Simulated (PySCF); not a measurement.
Compound: C4H9NSi.
Bonds: C1–N2 (double), N2–Si3, Si3–C4, C4–C5, C5–C6, Si3–C6. Hydrogens: H7, H8 on C1; H9 on Si3; H10, H11 on C4; H12, H13 on C5; H14, H15 on C6.

The geometry is computed with GFN2-xTB (gas phase).

Problem. Give the optimised bond lengths and angles.

Solution. 
| bond | length (bohr) | order |
| --- | --- | --- |
| C1=N2 | 2.360 | double |
| N2–Si3 | 3.248 | single |
| Si3–C4, Si3–C6 | 3.602 | single |
| C4–C5, C5–C6 | 2.907 | single |
| C1–H7 | 2.066 | single |
| C1–H8 | 2.053 | single |
| Si3–H9 | 2.776 | single |
| C4–H10, C6–H14 | 2.053 | single |
| C4–H11, C6–H15 | 2.054 | single |
| C5–H12 | 2.059 | single |
| C5–H13 | 2.059 | single |

Bonds in one row agree within 0.02 bohr and their mean is given. Orders are formal, as drawn. A selection of angles:
| angle | degrees |
| --- | --- |
| N2–C1–H7 | 124.8 |
| N2–C1–H8 | 119.2 |
| H7–C1–H8 | 116.0 |
| C1–N2–Si3 | 133.1 |
| N2–Si3–C4 | 111.2 |
| N2–Si3–H9 | 119.5 |
| C4–Si3–C6 | 76.4 |
| C4–Si3–H9 | 115.5 |
| Si3–C4–C5 | 90.6 |
| Si3–C4–H10 | 118.1 |
| Si3–C4–H11 | 113.8 |
| C5–C4–H10 | 113.8 |
| C5–C4–H11 | 111.9 |
| H10–C4–H11 | 107.9 |
| C4–C5–C6 | 100.0 |
| C4–C5–H12 | 113.8 |
| C4–C5–H13 | 110.7 |
| H12–C5–H13 | 108.0 |

Dihedral angles: C1–N2–Si3–C4 139° (anticlinal); N2–Si3–C4–C5 119° (anticlinal); Si3–C4–C5–C6 -13° (synperiplanar); C4–C5–C6–Si3 13° (synperiplanar); N2–Si3–C6–C5 -119° (anticlinal).

The 4-membered ring Si3–C4–C5–C6 has internal angles of 76.4° to 100.0° (sum 357°, against 360° for a flat polygon); it is puckered, 0.09 Å rms from its mean plane, widest ring torsion 13°. Si3 (SiH silicon) has angles from 76.4° to 119.5°.

Point group: Cs (tolerance 0.08 Å). GFN2-xTB frequencies: not computed here. The numbers are those of one conformer.
